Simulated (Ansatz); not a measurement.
Steps of a relaxation of `C[SiH2][SiH2]Cl` with RKS PBE-D4/def2-SVP.

```sh
$ ansatz run in.yaml --threads 2 --pin off --events-out ev --progress --plain --max-ram 32768MiB --backend cpu
```

```yaml
crystal:
  periodic: [false, false, false]
  atoms:
    - {symbol: C, position_ang: [-0.203500, 1.594100, 0.246700]}
    - {symbol: Si, position_ang: [-0.315700, 0.136600, -0.843600]}
    - {symbol: Si, position_ang: [0.505700, -1.666100, 0.287500]}
    - {symbol: Cl, position_ang: [-0.438500, -1.982200, 2.027700]}
    - {symbol: H, position_ang: [0.774600, 1.863000, 0.525400]}
    - {symbol: H, position_ang: [-0.852100, 1.521900, 1.139300]}
    - {symbol: H, position_ang: [-0.615800, 2.516600, -0.289400]}
    - {symbol: H, position_ang: [0.521600, 0.402200, -2.084500]}
    - {symbol: H, position_ang: [-1.712200, -0.100000, -1.224100]}
    - {symbol: H, position_ang: [0.458000, -2.914200, -0.481000]}
    - {symbol: H, position_ang: [1.943200, -1.429000, 0.716500]}
basis:
  gaussian: {orbitals: def2-SVP}
hamiltonian: {xc: pbe, dispersion: d4}
relax: {f_tol: 0.03, max_steps: 200}
```

Positions (Å) and forces (eV/Å) along the path, 10 of 10 steps:

```xyz
11
step=1 energy=-29405.4311 eV
C    -0.203    1.594    0.247   -2.445    1.853   -0.341
Si   -0.316    0.137   -0.844    0.447   -0.078   -0.866
Si    0.506   -1.666    0.287    1.577    0.015   -0.624
Cl   -0.439   -1.982    2.028   -1.153   -0.187    1.609
H     0.775    1.863    0.525    1.986    0.318    0.688
H    -0.852    1.522    1.139    0.126   -0.242    0.207
H    -0.616    2.517   -0.289    0.326   -0.770    0.248
H     0.522    0.402   -2.084   -0.122   -0.188    0.083
H    -1.712   -0.100   -1.224   -0.675   -0.162   -0.271
H     0.458   -2.914   -0.481    0.002   -0.600   -0.437
H     1.943   -1.429    0.717   -0.069    0.040   -0.295
11
step=2 energy=-29405.7122 eV
C    -0.232    1.674    0.258   -0.693    0.831    0.038
Si   -0.307    0.149   -0.804    0.161   -0.391   -0.504
Si    0.558   -1.732    0.290    0.086    0.318    0.139
Cl   -0.577   -1.965    2.056    0.217   -0.027   -0.133
H     0.785    1.938    0.555    0.517    0.026    0.179
H    -0.852    1.564    1.171    0.071   -0.095    0.025
H    -0.644    2.558   -0.299    0.126   -0.345    0.122
H     0.527    0.322   -2.057   -0.051    0.023    0.048
H    -1.714   -0.125   -1.231   -0.186   -0.048   -0.044
H     0.503   -2.990   -0.514   -0.069   -0.165   -0.035
H     2.018   -1.451    0.596   -0.180   -0.127    0.166
11
step=3 energy=-29405.7537 eV
C    -0.235    1.672    0.258   -0.126    0.317    0.090
Si   -0.316    0.158   -0.858    0.088   -0.150   -0.068
Si    0.562   -1.698    0.292   -0.001   -0.024    0.106
Cl   -0.536   -1.954    2.075    0.076    0.060   -0.147
H     0.805    1.918    0.553    0.012   -0.057   -0.018
H    -0.828    1.511    1.183    0.051   -0.049   -0.057
H    -0.657    2.557   -0.265    0.028   -0.054    0.043
H     0.512    0.345   -2.109   -0.022    0.019    0.038
H    -1.733   -0.122   -1.283    0.000   -0.029    0.023
H     0.484   -2.977   -0.495   -0.006   -0.021    0.006
H     2.008   -1.468    0.670   -0.099   -0.011   -0.016
11
step=4 energy=-29405.7567 eV
C    -0.246    1.684    0.251    0.083   -0.095    0.073
Si   -0.305    0.159   -0.864   -0.051    0.038   -0.125
Si    0.564   -1.696    0.289    0.017    0.042    0.029
Cl   -0.537   -1.910    2.063   -0.025    0.019    0.002
H     0.805    1.893    0.530    0.006    0.060    0.050
H    -0.815    1.466    1.176   -0.005    0.034    0.078
H    -0.672    2.590   -0.221   -0.025   -0.034   -0.075
H     0.518    0.357   -2.114   -0.005    0.001   -0.003
H    -1.720   -0.145   -1.281    0.000   -0.034   -0.007
H     0.472   -2.983   -0.484   -0.002   -0.011   -0.007
H     2.002   -1.471    0.676    0.007   -0.020   -0.015
11
step=5 energy=-29405.7613 eV
C    -0.240    1.678    0.260    0.031   -0.023    0.033
Si   -0.303    0.159   -0.869    0.003   -0.001   -0.013
Si    0.561   -1.695    0.288    0.017    0.001   -0.011
Cl   -0.549   -1.902    2.058   -0.012    0.020   -0.005
H     0.809    1.916    0.532   -0.030    0.004   -0.010
H    -0.799    1.469    1.194    0.002    0.006   -0.002
H    -0.686    2.567   -0.229   -0.007   -0.006   -0.008
H     0.519    0.360   -2.119   -0.009    0.017    0.002
H    -1.718   -0.152   -1.285    0.005    0.000    0.004
H     0.471   -2.983   -0.484   -0.005   -0.004    0.010
H     2.000   -1.475    0.674    0.006   -0.014    0.001
11
step=6 energy=-29405.7626 eV
C    -0.239    1.674    0.263    0.014   -0.019    0.013
Si   -0.298    0.160   -0.873    0.015    0.005    0.010
Si    0.564   -1.694    0.286    0.012   -0.013   -0.029
Cl   -0.559   -1.881    2.051   -0.010    0.015    0.007
H     0.809    1.929    0.522   -0.028   -0.003   -0.015
H    -0.783    1.458    1.205    0.002    0.003   -0.018
H    -0.704    2.555   -0.222   -0.002    0.002    0.009
H     0.520    0.371   -2.123   -0.005    0.015    0.000
H    -1.713   -0.155   -1.287    0.004    0.001    0.005
H     0.466   -2.987   -0.478   -0.006    0.000    0.012
H     2.003   -1.485    0.677    0.005   -0.007    0.005
11
step=7 energy=-29405.7640 eV
C    -0.239    1.666    0.268   -0.006    0.000   -0.003
Si   -0.285    0.161   -0.882    0.009    0.015    0.017
Si    0.568   -1.694    0.281    0.008   -0.013   -0.016
Cl   -0.575   -1.829    2.039    0.003    0.001    0.002
H     0.808    1.949    0.503   -0.032   -0.006   -0.009
H    -0.755    1.427    1.221    0.010    0.006   -0.035
H    -0.741    2.536   -0.201    0.014   -0.014    0.027
H     0.524    0.398   -2.134   -0.001    0.000    0.003
H    -1.698   -0.165   -1.291    0.000    0.003   -0.001
H     0.452   -2.998   -0.464   -0.008    0.010    0.012
H     2.007   -1.508    0.681    0.001   -0.003    0.002
11
step=8 energy=-29405.7632 eV rejected
C    -0.250    1.665    0.266    0.040   -0.012    0.031
Si   -0.273    0.161   -0.883   -0.041    0.015   -0.009
Si    0.575   -1.704    0.281   -0.056    0.087    0.014
Cl   -0.545   -1.813    2.059    0.016    0.004   -0.026
H     0.793    1.950    0.511    0.006    0.016    0.018
H    -0.773    1.418    1.211   -0.004    0.002    0.014
H    -0.750    2.538   -0.199   -0.004   -0.016   -0.017
H     0.537    0.411   -2.129    0.028   -0.016   -0.007
H    -1.685   -0.148   -1.307   -0.002   -0.045    0.000
H     0.417   -3.007   -0.453    0.022   -0.008    0.001
H     2.021   -1.527    0.664   -0.006   -0.028   -0.018
11
step=9 energy=-29405.7644 eV
C    -0.243    1.664    0.269   -0.005   -0.001   -0.004
Si   -0.281    0.163   -0.884    0.004    0.006    0.008
Si    0.568   -1.694    0.280    0.003   -0.003   -0.009
Cl   -0.563   -1.815    2.047    0.000    0.003    0.004
H     0.802    1.949    0.508   -0.014   -0.001   -0.003
H    -0.762    1.420    1.218    0.004    0.002   -0.014
H    -0.746    2.535   -0.197    0.007   -0.006    0.012
H     0.532    0.401   -2.133    0.000    0.000    0.003
H    -1.692   -0.164   -1.300    0.000    0.001   -0.001
H     0.436   -2.999   -0.457   -0.004    0.001    0.003
H     2.012   -1.517    0.670    0.004   -0.002    0.000
11
step=10 energy=-29405.7648 eV
C    -0.254    1.659    0.272   -0.003   -0.002    0.001
Si   -0.270    0.165   -0.889   -0.001   -0.006   -0.012
Si    0.570   -1.696    0.277   -0.008    0.026    0.004
Cl   -0.530   -1.769    2.069    0.015   -0.011   -0.015
H     0.785    1.950    0.523    0.014    0.003    0.007
H    -0.779    1.402    1.213   -0.003   -0.003    0.015
H    -0.760    2.531   -0.188   -0.005    0.006   -0.013
H     0.558    0.411   -2.126    0.000    0.001    0.000
H    -1.676   -0.162   -1.325    0.003   -0.003    0.001
H     0.396   -3.005   -0.444   -0.003   -0.004    0.011
H     2.025   -1.543    0.636   -0.008   -0.007    0.002
```

It took 30 s on 2 threads of a server CPU on a shared host, with 0.45 GiB of host memory at the peak.
